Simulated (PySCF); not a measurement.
# Excitation energy of Sb²⁺ by level of theory

Sb²⁺ [Kr] 4d10 5s2 5p1 (2P) → Sb²⁺ [Kr] 4d10 5s1 5p1 6s1 (4P), as a difference of total energies. All numbers are calculated (PySCF 2.14, scalar relativity through the core potential, in aug-cc-pVTZ-PP with one added diffuse shell each of d, f type with ECP28MDF (6s5p5d3f, 67 functions)). Correlated levels: valence: 4s2 4p6 4d10 frozen. The calculations carry no spin-orbit coupling.

```csv
method,excitation energy (eV)
UHF,17.766
LDA,19.913
PBE,19.508
PBE0,19.269
BLYP,19.863
B2PLYP,19.310
BHandHLYP,19.445
MP2 (valence),18.462
SCS-MP2 (valence),18.749
```

Question: How much does correlation contribute at MP2 (valence)?

Answer: 18.462 − (17.766) = 0.696 eV, measured against UHF.

The promoted electron is Rydberg-like, and one or two diffuse shells describe it only roughly, which tends to raise the upper state.
